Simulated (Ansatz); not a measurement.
Other settings, tried on Be(NH2)2 (BeN₂H₄).

```yaml
crystal:
  periodic: [false, false, false]
  atoms:
    - {symbol: Be, position_ang: [0.000570, -0.000189, 0.000007]}
    - {symbol: N, position_ang: [0.001013, -0.013616, 1.511392]}
    - {symbol: H, position_ang: [0.074015, 0.800367, 2.099982]}
    - {symbol: H, position_ang: [-0.072556, -0.837718, 2.085630]}
    - {symbol: N, position_ang: [-0.000549, 0.013454, -1.511382]}
    - {symbol: H, position_ang: [0.817939, -0.053601, -2.094445]}
    - {symbol: H, position_ang: [-0.820432, 0.091314, -2.091185]}
basis:
  gaussian: {orbitals: def2-mTZVPP}
hamiltonian: {xc: {name: r2SCAN0}}
scf: {lower_state_search: light}
```

```sh
$ ansatz run in.yaml --threads 4 --pin off --events-out ev --progress --plain --max-ram 3916MiB
```

Shortened log:

```
Functional definition: r2SCAN0
662 factors; their error is unknown
mean field evaluation 1: about -3436.9201 eV, gradient 7.5e1 eV
mean field evaluation 2: about -3428.0941 eV, gradient 9.4e1 eV
mean field evaluation 4: about -3447.3373 eV, gradient 1.0e0 eV
mean field evaluation 8: about -3447.3502 eV, gradient 8.6e-2 eV
mean field -3447.35017376 eV, -126.6877821879 hartree, gradient 7.7e-5 eV, S^2 0.000000; 0 other end points of the search recorded, 0 dependent functions left out
reference -3447.35018197 eV, -126.6877824896 hartree; 11, 11 occupied and 68, 68 virtual orbitals, 662 factors
Total energy: -3447.35018197 eV, -126.6877824896 hartree
```

Hardware: 4 threads of Arm Neoverse V1 on a shared host. Wall time 0.85 s.
